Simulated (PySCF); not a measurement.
GeH₃O₄, SMILES [OH][Ge]([O])([OH])[OH], multiplicity 2.

Geometry: B3LYP-D3(BJ)/def2-SVP. The isomer is the one that the SMILES or the coordinates give; other isomers of the formula were not compared. Other conformers were not sampled.

Computed with PBE/def2-TZVP (PySCF).

Gas-phase values at a fixed geometry.

```
Quantity                                                                                                         Value
---------------------------------------------------------------------------------------------  -----------------------
total energy                                                                                       -2379.23902 hartree
α spin, highest occupied and lowest empty level                                                     -7.62 and -1.55 eV
β spin, highest occupied and lowest empty level                                                     -7.18 and -6.34 eV
dipole moment                                                                                                   1.68 D
quadrupole, principal values (traceless, Buckingham form, about the centre of nuclear charge)    -7.96, 2.66, 5.30 D·Å
mean static polarisability                                                                        45.8 bohr³ (6.79 Å³)
polarisability, principal values                                                                42.5, 46.0, 48.9 bohr³
⟨S²⟩                                                                                           0.753 (pure state 0.75)
```
